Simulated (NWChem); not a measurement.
Molecule: SiNH4OBr; SMILES [SiH](O)(Br)N

```xyz
8

Si    -0.0449    -1.0269    -0.3905
N      1.3149    -1.7426     0.3349
O     -1.3821    -1.5502     0.4271
Br    -0.1331     1.2293    -0.2900
H     -0.0209    -1.3459    -1.8378
H      2.1898    -1.8234    -0.1689
H      1.4478    -1.7262     1.3397
H     -2.0947    -0.9087     0.5086
```
Atoms are numbered in this order, from 1.

Level: PBE0/def2-SVP (NWChem), optimised geometry, unscaled harmonic frequencies. This build's default masses of Se (78.918 u) and Br (79.917 u) are each other's, which moves their modes by up to 0.6 %.

Q: List the harmonic frequencies with IR intensities, and the thermochemistry.

A: 
```csv
frequency (cm⁻¹),IR intensity (km/mol)
181,9.2
185,18.3
246,39.0
287,79.2
346,38.5
369,61.8
430,213.0
734,35.4
784,48.0
852,99.6
867,343.2
902,60.6
987,171.3
1532,68.4
2289,116.3
3622,56.4
3728,55.0
3929,109.2
```

The zero-point energy is 31.8 kcal/mol, the thermal correction to the enthalpy at 298.15 K (with zero-point energy) is 36.4 kcal/mol and the heat capacity Cv is 21.2 cal/(mol K). The entropy at 298.15 K and 1 atm (symmetry number 1) is 79.9 cal/(mol K). The dipole moment is 1.20 D.

Rigid rotor and harmonic oscillator.
